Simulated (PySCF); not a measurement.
# Sr: interval between two levels

Sr [Kr] 5s2 → Sr [Kr] 4d2 [3F4, M_J = 4], as a difference of total energies. Calculation: PySCF 2.14, in x2c-SVPall-2c with one added diffuse shell each of s, d type (7s7p7d1f, 70 functions); the two-component X2C-1e Hamiltonian. Correlated levels: [Ar] 3d10 frozen; the 6 highest virtual spinors dropped. "Screened" scales the spin-orbit matrix elements by Boettger's factors to mimic the two-electron term; Breit and QED terms are absent.

```tsv
method	interval between two levels (cm⁻¹)
GHF (spin-free)	35475
GMP2 (spin-free)	39068
GHF (screened spin-orbit)	35545
GMP2 (screened spin-orbit)	39172
```

The labels give the starting determinants; with spin-orbit coupling the two ends relaxed to ⟨J²⟩ = 0.00, ⟨L²⟩ = 0.00, ⟨S²⟩ = 0.00 and ⟨J²⟩ = 20.00, ⟨L²⟩ = 12.01, ⟨S²⟩ = 2.01.
